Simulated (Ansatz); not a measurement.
The inner images of a band of BrH + H4SSi (8 atoms, charge 0, multiplicity 1) are given out of order.

All numbers below come from Ansatz, RKS PBE0-D4/def2-SVP.

First end point:

```xyz
8
Properties=species:S:1:pos:R:3
Si -0.329 -1.098 -0.003
S 1.421 0.063 0.524
H -0.121 -1.451 -1.434
H -0.404 -2.333 0.833
H -1.568 -0.288 0.176
H 0.443 1.899 -0.576
Br -0.426 2.816 -1.280
H 0.983 0.392 1.760
```

Last end point:

```xyz
8
Properties=species:S:1:pos:R:3
Si -1.100 -0.690 -0.435
S 2.285 0.432 0.563
H -0.048 -1.160 -1.373
H -0.785 -1.041 0.975
H -2.423 -1.259 -0.817
H 1.624 1.429 -0.063
Br -1.285 1.535 -0.603
H 1.732 0.752 1.753
```

Q: Put them in order from the first end to the last, with their energies above the first end.
A.
```xyz
8
Properties=species:S:1:pos:R:3
Si -0.556 -0.697 -0.237
S 1.554 0.251 0.560
H -0.273 -1.149 -1.621
H -0.206 -1.874 0.641
H -1.955 -0.415 0.187
H 1.072 1.394 -0.150
Br -0.666 1.820 -1.114
H 1.029 0.671 1.734
```
B.
```xyz
8
Properties=species:S:1:pos:R:3
Si -0.753 -0.649 -0.357
S 1.852 0.364 0.643
H -0.355 -1.225 -1.664
H -0.191 -1.581 0.679
H -2.183 -0.603 0.021
H 1.309 1.391 -0.069
Br -0.778 1.628 -0.973
H 1.098 0.677 1.721
```
C.
```xyz
8
Properties=species:S:1:pos:R:3
Si -0.389 -0.912 -0.072
S 1.458 0.104 0.602
H -0.210 -1.121 -1.535
H -0.312 -2.195 0.660
H -1.698 -0.273 0.249
H 0.665 1.610 -0.450
Br -0.484 2.190 -1.215
H 0.969 0.598 1.761
```
D.
```xyz
8
Properties=species:S:1:pos:R:3
Si -0.936 -0.671 -0.448
S 2.117 0.474 0.754
H -0.398 -1.293 -1.684
H -0.217 -1.241 0.721
H -2.383 -0.874 -0.210
H 1.494 1.383 -0.031
Br -0.881 1.551 -0.834
H 1.204 0.671 1.731
```
E.
```xyz
8
Properties=species:S:1:pos:R:3
Si -1.063 -0.699 -0.475
S 2.305 0.522 0.747
H -0.280 -1.272 -1.602
H -0.460 -1.053 0.835
H -2.478 -1.158 -0.526
H 1.654 1.414 -0.029
Br -1.115 1.527 -0.712
H 1.437 0.718 1.762
```

A: C (+0.25 eV), A (+1.16 eV), B (+0.68 eV), D (-0.01 eV), E (-0.22 eV).

Time of the run: 110 s on 2 threads of Intel(R) Xeon(R) 6975P-C (Granite Rapids), with other jobs on the host, peak memory 0.23 GiB.
